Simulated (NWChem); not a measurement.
System: GeO cation, doublet; SMILES of the neutral closed-shell parent [O]=[Ge]

Excerpt of the output:

```
             Northwest Computational Chemistry Package (NWChem) 7.3.0
             --------------------------------------------------------

 ORDER OF PRIMARY AXIS IS BEING SET TO 4
 C4V symmetry detected

                             Geometry "geometry" -> ""
                             -------------------------

 Output coordinates in angstroms (scale by  1.889725989 to convert to a.u.)

  No.       Tag          Charge          X              Y              Z
 ---- ---------------- ---------- -------------- -------------- --------------
    1 Ge                  32.0000     0.00000000     0.00000000     0.33242940
    2 O                    8.0000     0.00000000     0.00000000    -1.32971760

 Effective nuclear repulsion energy (a.u.)      81.5026443172

      Symmetry information
      --------------------

 Group name             C4v
 Group number             18
 Group order               8
 No. of unique centers     2

                                Z-matrix (autoz)
                                --------

 Units are Angstrom for bonds and degrees for angles

      Type          Name      I     J     K     L     M      Value
      ----------- --------  ----- ----- ----- ----- ----- ----------
    1 Stretch                  1     2                       1.66215

                           NWChem Geometry Optimization
                           ----------------------------

 maximum gradient threshold         (gmax) =   0.000450
 rms gradient threshold             (grms) =   0.000300
 maximum cartesian step threshold   (xmax) =   0.001800
 rms cartesian step threshold       (xrms) =   0.001200
 fixed trust radius                (trust) =   0.300000
 source of zmatrix                         =   autoz

          -------------------
          Energy Minimization
          -------------------

 Using diagonal initial Hessian
 Scaling for Hessian diagonals: bonds = 1.00  angles = 0.25  torsions = 0.10

          --------
          Step   0

                                 NWChem DFT Module
                                 -----------------

 Summary of "ao basis" -> "ao basis" (spherical)
 ------------------------------------------------------------------------------
       Tag                 Description            Shells   Functions and Types
 ---------------- ------------------------------  ------  ---------------------
 Ge                        def2-tzvp                16       48   6s5p4d1f
 O                         def2-tzvp                11       31   5s3p2d1f

      Symmetry analysis of basis
      --------------------------

        a1         27
        a2          0
        b1          8
        b2          8
        e          36

            General Information
            -------------------
          SCF calculation type: DFT
          Wavefunction type:  spin polarized.
          No. of atoms     :     2
          No. of electrons :    39
           Alpha electrons :    20
            Beta electrons :    19
          Charge           :     1
          Spin multiplicity:     2
          Use of symmetry is: on ; symmetry adaption is: on
          Maximum number of iterations: 150
          AO basis - number of functions:    79
                     number of shells:    27
          Convergence on energy requested:  1.00D-06
          Convergence on density requested:  1.00D-05
          Convergence on gradient requested:  5.00D-04

              XC Information
              --------------
                         PBE0 Method XC Functional
                     Hartree-Fock (Exact) Exchange  0.250
          PerdewBurkeErnzerhof Exchange Functional  0.750
            Perdew 1991 LDA Correlation Functional  1.000 local
           PerdewBurkeErnz. Correlation Functional  1.000 non-local

             Grid Information
             ----------------
          Grid used for XC integration:  medium
          Radial quadrature: Mura-Knowles
          Angular quadrature: Lebedev.
          Tag              B.-S. Rad. Rad. Pts. Rad. Cut. Ang. Pts.
          ---              ---------- --------- --------- ---------
          Ge                  1.25      112           7.0       590
          O                   0.60       49           7.0       434
          Grid pruning is: on
          Number of quadrature shells:   161
          Spatial weights used:  Erf1

      Superposition of Atomic Density Guess
      -------------------------------------

 Sum of atomic energies:       -2150.09036959

 Renormalizing density from      40.00 to     39

      Non-variational initial energy
      ------------------------------

 Total energy =   -2116.871317
 1-e energy   =   -3081.704738
 2-e energy   =     883.330776
 HOMO         =      -0.786927
 LUMO         =      -0.421593

   Symmetry analysis of molecular orbitals - initial alpha
   -------------------------------------------------------

 !! scf_movecs_sym_adapt:   16 vectors were symmetry contaminated

  Symmetry fudging

 !! scf_movecs_sym_adapt:   14 vectors were symmetry contaminated

  Numbering of irreducible representations:

     1 a1          2 a2          3 b1          4 b2          5 e

  Orbital symmetries:

     1 a1          2 a1          3 a1          4 e           5 e
     6 a1          7 a1          8 a1          9 e          10 e
    11 a1         12 e          13 e          14 b1         15 b2
    16 a1         17 a1         18 e          19 e          20 a1
    21 e          22 e          23 a1         24 b1         25 b2
    26 a1         27 e          28 e          29 a1         30 e

   Symmetry analysis of molecular orbitals - initial beta
   ------------------------------------------------------

 !! scf_movecs_sym_adapt:   16 vectors were symmetry contaminated

  Symmetry fudging

 !! scf_movecs_sym_adapt:   14 vectors were symmetry contaminated

  Numbering of irreducible representations:

     1 a1          2 a2          3 b1          4 b2          5 e

  Orbital symmetries:

     1 a1          2 a1          3 a1          4 e           5 e
     6 a1          7 a1          8 a1          9 e          10 e
    11 a1         12 e          13 e          14 b1         15 b2
    16 a1         17 a1         18 e          19 e          20 a1
    21 e          22 e          23 a1         24 b1         25 b2
    26 a1         27 e          28 e          29 a1         30 e

   convergence    iter        energy       DeltaE   RMS-Dens  Diis-err
 ---------------- ----- ----------------- --------- --------- ---------
 d= 0,ls=0.0,diis     1  -2150.9850450689 -2.23D+03  1.61D-02  3.71D+00
                                                     1.64D-02  3.70D+00
 d= 0,ls=0.0,diis     2  -2148.7382682813  2.25D+00  1.50D-02  8.16D+00
                                                     1.76D-02  7.49D+00
 d= 0,ls=0.0,diis     3  -2150.6094438692 -1.87D+00  5.09D-03  2.14D+00
                                                     8.16D-03  2.19D+00
 d= 0,ls=0.0,diis     4  -2151.4710822676 -8.62D-01  1.62D-03  5.52D-02
                                                     3.27D-03  7.01D-02

 !! scf_movecs_sym_adapt:    2 vectors were symmetry contaminated

  Symmetry fudging
 d= 0,ls=0.0,diis     5  -2151.5107502418 -3.97D-02  5.83D-04  3.32D-03
                                                     3.75D-04  1.80D-03
  Resetting Diis
 d= 0,ls=0.0,diis     6  -2151.5125845857 -1.83D-03  2.67D-04  4.08D-04
                                                     4.55D-04  9.46D-05
 d= 0,ls=0.0,diis     7  -2151.5129972570 -4.13D-04  2.72D-04  2.05D-04
                                                     1.48D-04  6.20D-05
 d= 0,ls=0.0,diis     8  -2151.5127096176  2.88D-04  1.19D-04  8.36D-04
                                                     2.00D-04  1.01D-03
 d= 0,ls=0.0,diis     9  -2151.5131126639 -4.03D-04  6.69D-05  1.06D-05
                                                     8.54D-05  2.00D-06
 d= 0,ls=0.0,diis    10  -2151.5131333363 -2.07D-05  4.02D-05  4.83D-06
                                                     4.24D-05  2.69D-06
 d= 0,ls=0.0,diis    11  -2151.5131379511 -4.61D-06  1.58D-05  1.03D-06
                                                     5.40D-06  2.92D-07
 d= 0,ls=0.0,diis    12  -2151.5131385821 -6.31D-07  3.87D-06  3.78D-08
                                                     6.36D-06  6.69D-08

         Total DFT energy =    -2151.513138582133
      One electron energy =    -3147.312281689615
           Coulomb energy =     1001.248623993117
    Exchange-Corr. energy =      -86.952125202847
 Nuclear repulsion energy =       81.502644317213

 Numeric. integr. density =       39.000003905217

                  Occupations of the irreducible representations
                  ----------------------------------------------

                     irrep           alpha         beta
                     --------     --------     --------
                     a1               10.0          9.0
                     a2                0.0          0.0
                     b1                1.0          1.0
                     b2                1.0          1.0
                     e                 8.0          8.0

                    DFT Final Alpha Molecular Orbital Analysis
                    ------------------------------------------

 Vector   18  Occ=1.000000D+00  E=-6.626244D-01  Symmetry=a1
              MO Center= -1.2D-15,  1.5D-15,  7.3D-02, r^2= 2.2D+00
   Bfn.  Coefficient  Atom+Function         Bfn.  Coefficient  Atom+Function
  ----- ------------  ---------------      ----- ------------  ---------------
     5      0.470779  1 Ge s                 18      0.375605  1 Ge pz
     6      0.359291  1 Ge s                 56     -0.328779  2 O  pz
    59     -0.268008  2 O  pz                 4     -0.207866  1 Ge s
    12     -0.162153  1 Ge pz                 3     -0.148220  1 Ge s
    62     -0.133665  2 O  pz                21      0.098831  1 Ge pz

[...]

      ----------------------
      Optimization converged
      ----------------------

  Step       Energy      Delta E   Gmax     Grms     Xrms     Xmax
  ---- ---------------- -------- -------- -------- -------- --------
@    2   -2151.51329206 -9.5D-08  0.00001  0.00001  0.00024  0.00042
                                     ok       ok       ok       ok

                                Z-matrix (autoz)
                                --------

 Units are Angstrom for bonds and degrees for angles

      Type          Name      I     J     K     L     M      Value     Gradient
      ----------- --------  ----- ----- ----- ----- ----- ---------- ----------
    1 Stretch                  1     2                       1.64704   -0.00001

                         Geometry "geometry" -> "geometry"
                         ---------------------------------

 Output coordinates in angstroms (scale by  1.889725989 to convert to a.u.)

  No.       Tag          Charge          X              Y              Z
 ---- ---------------- ---------- -------------- -------------- --------------
    1 Ge                  32.0000     0.00000000     0.00000000     0.32487648
    2 O                    8.0000     0.00000000     0.00000000    -1.32216468

 Effective nuclear repulsion energy (a.u.)      82.2501456812

      Symmetry information
      --------------------

 Group name             C4v
 Group number             18
 Group order               8
 No. of unique centers     2

                Final and change from initial internal coordinates
                --------------------------------------------------

                                Z-matrix (autoz)
                                --------

 Units are Angstrom for bonds and degrees for angles

      Type          Name      I     J     K     L     M      Value       Change
      ----------- --------  ----- ----- ----- ----- ----- ---------- ----------
    1 Stretch                  1     2                       1.64704   -0.01511

 ==============================================================================
                                internuclear distances
 ------------------------------------------------------------------------------
       center one      |      center two      | atomic units |  angstroms
 ------------------------------------------------------------------------------
    2 O                |   1 Ge               |     3.11246  |     1.64704
 ------------------------------------------------------------------------------
                         number of included internuclear distances:          1
 ==============================================================================

[second-derivative integrals and response iterations left out]

  Vibrational analysis via the FX method

  See chapter 2 in "Molecular Vibrations" by Wilson, Decius and Cross

  Vib: Default input used

 ---------------------------- Atom information ----------------------------
     atom    #        X              Y              Z            mass
 --------------------------------------------------------------------------
    Ge       1  0.0000000D+00  0.0000000D+00  6.1392753D-01  7.3921900D+01
    O        2  0.0000000D+00  0.0000000D+00 -2.4985290D+00  1.5994910D+01
 --------------------------------------------------------------------------

[unprojected Hessian and modes left out]

        Vibrational analysis via the FX method
  --- with translations and rotations projected out ---
  --- via the Eckart algorithm                      ---
 Dependent rotation vector no.                    3
  found in ECKART; assuming linear geometry
 Projected Nuclear Hessian trans-rot subspace norm:6.9333D-33
                         (should be close to zero!)

[projected Hessian left out]

 Rotational Constants
 --------------------
 A=   0.000000 cm-1  (  0.000000 K)
 B=   0.472582 cm-1  (  0.679925 K)
 C=   0.472582 cm-1  (  0.679925 K)

 Temperature                      =   298.15K
 frequency scaling parameter      =   1.0000

 Linear Molecule

 Zero-Point correction to Energy  =    1.258 kcal/mol  (  0.002004 au)
 Thermal correction to Energy     =    2.775 kcal/mol  (  0.004422 au)
 Thermal correction to Enthalpy   =    3.367 kcal/mol  (  0.005366 au)

 Total Entropy                    =   53.604 cal/mol-K
   - Translational                =   39.384 cal/mol-K (mol. weight =  89.9168)
   - Rotational                   =   14.070 cal/mol-K (symmetry #  =        1)
   - Vibrational                  =    0.151 cal/mol-K

 Cv (constant volume heat capacity) =    5.493 cal/mol-K
   - Translational                  =    2.979 cal/mol-K
   - Rotational                     =    1.986 cal/mol-K
   - Vibrational                    =    0.527 cal/mol-K

[normal modes left out]

 ----------------------------------------------------------------------------
 Normal Eigenvalue ||           Projected Infra Red Intensities
  Mode   [cm**-1]  || [atomic units] [(debye/angs)**2] [(KM/mol)] [arbitrary]
 ------ ---------- || -------------- ----------------- ---------- -----------
    1       -0.000 ||    0.018190           0.420        17.733      17.380
    2       -0.000 ||    0.002578           0.059         2.513       2.463
    3        0.000 ||    0.019591           0.452        19.098      18.718
    4        0.000 ||    0.003978           0.092         3.878       3.801
    5        0.000 ||    0.011121           0.257        10.842      10.626
    6      880.229 ||    0.007340           0.169         7.155       7.013
 ----------------------------------------------------------------------------
```

Level: PBE0/def2-TZVP, spin-unrestricted. This spin state was assumed; another may lie lower. No stability test was run on the SCF state.

### Question
Which NWChem input produces such a log?

### Answer
One answer among several that fit: the input that was run:
```
start job
memory heap 200 mb stack 900 mb global 1100 mb
charge 1
geometry units angstroms
  Ge     0.000000     0.000000     0.347806
  O      0.000000     0.000000    -1.314341
end
basis spherical
  * library def2-tzvp
end
dft
  odft
  mult 2
  xc pbe0
  iterations 150
end
driver
  maxiter 120
end
task dft optimize
task dft freq
```
